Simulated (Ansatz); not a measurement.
Cost and result for the atomization energy of C3H6BrN (`CC(=N)CBr`) (11 atoms, 10 bonds).

```xyz
11

C     0.6054   -0.3852    1.0477
C     0.2847    0.0008   -0.3630
N     1.0402   -0.1416   -1.3698
C    -1.0418    0.6525   -0.6112
Br   -2.5138   -0.5703   -0.2347
H     1.5958   -0.8355    1.1162
H     0.5708    0.4936    1.6987
H    -0.1355   -1.0917    1.4287
H     1.9273   -0.5673   -1.0988
H    -1.1282    0.9355   -1.6555
H    -1.2050    1.5092    0.0417
```

The species carries charge 0 and has multiplicity 1. Correlated methods include outer-core shells of Br, which these sets cover unevenly. Scalar relativity is left out up to krypton. The structure was optimised at the PBE0-D4/def2-TZVP level. It is one conformer, not always the lowest. Program: Ansatz. All runs use 4 threads of an Arm Neoverse V2 on a shared host. Times are those of one run each, without the atoms' runs, and a repeat can differ threefold. Electronic energies, without spin–orbit coupling; frozen cores. CCSD(T)/CBS adds CCSD(T) − MP2 in def2-TZVPP to the MP2 limit, and its time is that of the two runs behind it. T1 = 0.010. With those shells the extrapolation isn't a true limit. B3LYP takes the VWN-RPA correlation (the form of Gaussian; ORCA's B3LYP/G).

CCSD(T)/CBS is a level of theory with its own doubt, some kJ/mol a heavy atom from the limit and from the frozen cores, so smaller differences don't rank the functionals.

| level | functions | wall time | atomization (kJ/mol) | difference from CCSD(T)/CBS | per bond |
| --- | --- | --- | --- | --- | --- |
| PBE-D4/def2-TZVPP (with forces) | 256 | 2.4 s | 4337.6 | 128.4 | 12.8 |
| PBE0-D4/def2-TZVPP | 256 | 3 s | 4247.3 | 38.1 | 3.8 |
| B3LYP-D4/def2-TZVPP (with forces) | 256 | 4.6 s | 4216.9 | 7.7 | 0.8 |
| r2SCAN-D4/def2-TZVPP (with forces) | 256 | 4.7 s | 4215.6 | 6.4 | 0.6 |
| B2PLYP/def2-TZVPP | 256 | 6 s | 4168.6 | -40.6 | -4.1 |
| ωB97X-V/def2-TZVPP | 256 | 7.5 s | 4214.9 | 5.7 | 0.6 |
| ωB97M-V/def2-TZVPP (with forces) | 256 | 11 s | 4218.1 | 8.9 | 0.9 |
| MP2/def2-QZVPP | 497 | 26 s | 4233.9 | 24.7 | 2.5 |
| CCSD(T)/def2-TZVPP | 256 | 4 min | 4097.2 | -112.0 | -11.2 |
| CCSD(T)/CBS(def2) | – | 4.4 min | 4209.2 | 0.0 | 0.0 |

The D4 term adds +37.4 kJ/mol with B3LYP and +19.6 kJ/mol with PBE0; it sums over pairs of atoms, weighted by their polarisabilities, and B3LYP, whose exchange is more repulsive, gets the larger term. In def2-TZVPP, CCSD(T) changes the Hartree–Fock value by +1100.9 kJ/mol (the triples alone add +72.7 kJ/mol) and MP2 by +1171.9 kJ/mol; breaking electron pairs costs correlation energy, which Hartree–Fock lacks. From PBE to PBE0 (25 % exact exchange), in def2-TZVPP and without D4, the atomization energy moves by −86.6 kJ/mol: exact exchange takes away binding that semilocal exchange gives to molecules.
